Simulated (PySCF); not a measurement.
MgO, SMILES [O]=[Mg].

Coordinates come from a B3LYP-D3(BJ)/def2-TZVPD optimisation.

Two levels are set side by side: PBE/def2-TZVPD (PySCF) and M06-2X/def2-TZVPD (PySCF). Same geometry, gas phase. Differences are taken from unrounded values.

```tsv
quantity	PBE
orbital gap (eV)	0.51
highest occupied level (eV)	-4.82
lowest empty level (eV)	-4.32
dipole moment (D)	7.06
mean polarisability (bohr³)	54.1
```

Question: These are the PBE values. What does M06-2X give? (The exact figures need the calculation; the answer reports its results.)

Answer: 
```json
[
 {"quantity": "orbital gap (eV)", "M06-2X": "4.62", "PBE minus M06-2X": "-4.11"},
 {"quantity": "highest occupied level (eV)", "M06-2X": "-7.67", "PBE minus M06-2X": "2.85"},
 {"quantity": "lowest empty level (eV)", "M06-2X": "-3.06", "PBE minus M06-2X": "-1.26"},
 {"quantity": "dipole moment (D)", "M06-2X": "7.99", "PBE minus M06-2X": "-0.94"},
 {"quantity": "mean polarisability (bohr³)", "M06-2X": "46.1", "PBE minus M06-2X": "8.0"}
]
```

Without exact exchange PBE keeps part of each electron's self-repulsion, which lifts occupied levels and narrows the gap. PBE's more diffuse valence density responds more strongly to a field. Differences between two approximate levels are no errors against the true value.

Rough cost on one machine, each run with all the roots and properties that it gave: M06-2X against PBE about 3 times.
